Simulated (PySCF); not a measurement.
## How methods differ on the excitation energy of Fe

Fe [Ar] 3d6 4s2 (5D) → Fe [Ar] 3d8 (3F), as a difference of total energies. All numbers are calculated (PySCF 2.14, the spin-free X2C one-electron Hamiltonian (Gaussian nucleus), in x2c-TZVPPall (6s5p4d2f1g, 64 functions)). Correlated levels: valence: [Ar] frozen; valence and next inner shell: [Ne] frozen. The calculations carry no spin-orbit coupling.

| method | excitation energy (eV) | error (eV) |
| --- | --- | --- |
| UHF | 7.868 | +3.794 |
| LDA | 3.051 | -1.023 |
| PBE | 3.141 | -0.933 |
| PBE0 | 4.129 | +0.055 |
| MN15 | 3.754 | -0.320 |
| TPSSh | 3.594 | -0.480 |
| wB97X | 3.929 | -0.145 |
| HSE06 | 4.139 | +0.065 |
| MP2 (valence) | 3.636 | -0.438 |
| SCS-MP2 (valence) | 3.718 | -0.356 |
| MP2 (valence and next inner shell) | 2.685 | -1.389 |
| SCS-MP2 (valence and next inner shell) | 3.099 | -0.975 |

Reference: 4.074 eV (measured; NIST levels, between the centres of gravity of the two terms).

Errors of the correlated levels include the incompleteness of this basis and the frozen core.
